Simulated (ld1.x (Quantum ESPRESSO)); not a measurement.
cerium (Ce): one change to a TM potential, before and after

- Element: cerium
- Generator: ld1.x (Quantum ESPRESSO) 7.5
- Type: norm-conserving Troullier–Martins (Kleinman–Bylander form)
- Functional: PBEsol
- Relativity: scalar-relativistic
- Frozen core: [Xe] 4f1
- Valence charge: 3
- Reference configuration: 5d1 6s1 6p0 (charge +1)
- Partial waves: 6s (bound): rc 3.75 bohr; 5d (bound): rc 3.90 bohr; 6p (bound, empty): rc 3.15 bohr
- Local potential: the p channel
- Core correction: none

All-electron outer shells of the reference configuration (PBEsol, scalar-relativistic, ld1.x):

```
shell  level (eV)  outermost node (bohr)  outermost maximum (bohr)
   4f      -11.34                      –                      0.71
   5d       -8.59                   0.92                      2.12
   6s       -8.52                   1.81                      3.54
   6p       -5.44                   2.12                      4.38
```

Change: core correction a·sin(br)/r model core inside 3.50 bohr.

Cutoffs: the cutoffs (Ry, on a coarse ladder) from which the occupation-weighted sum of valence levels, in a spherical-Bessel basis at the reference potential, stays within 10 and 1 mRy of its value at 400 Ry; they do not see the model core or the augmentation charge, which bear on the density cutoff. Errors are all-electron minus pseudo energies relative to the spin-unpolarised reference configuration.

Q: Predict the effect on cutoff, ghosts and configuration errors.

A: Both files are so soft that the ladder of cutoffs tells neither apart; both files keep a bound ghost (p, s); of the 7 tests that both files solve, the error grows in 2 and shrinks in 5 by more than 15 % and 0.3 meV (median size 68.1 → 15.8 meV). A model core, the more so a compact one, raises the density cutoff, which this test does not measure.

| quantity | base | changed |
| --- | --- | --- |
| cutoff, loose | 10 Ry | 10 Ry |
| cutoff, tight | 12 Ry | 12 Ry |
| bound ghosts | s, p (extra level of the local part) | s, p (extra level of the local part) |
| error for 5d1 6s2 6p0, meV [ΔE -6.10 eV] | -12 | -16 |
| error for 5d1 6s0 6p0, meV [ΔE 11.04 eV] | +68 | -29 |
| error for 5d1 6s1.5 6p0, meV [ΔE -3.65 eV] | -2.9 | -4.9 |
| error for 5d2 6s0 6p0, meV [ΔE 0.15 eV] | +88 | +12 |
| error for 5d1 6s0 6p1, meV [ΔE 3.07 eV] | +50 | -1.5 |
| error for 5d0 6s2 6p1, meV [ΔE -3.79 eV] | +151 | +42 |
| error for 5d0 6s2 6p0, meV [ΔE 0.32 eV] | +159 | +40 |
| s: phases at 4.25 bohr within 0.05 rad from the reference energy up to (Ry; the scan ends near 5) | 1.0 | 1.0 |
| p: phases at 4.25 bohr within 0.05 rad from the reference energy up to (Ry; the scan ends near 5) | -0.3 | -0.3 |
| d: phases at 4.25 bohr within 0.05 rad from the reference energy up to (Ry; the scan ends near 5) | 0.0 | 0.0 |

 A true bound ghost makes a file unfit for plane-wave use even where its test errors are small: the radial tests pick states by their node count and pass the ghost by.
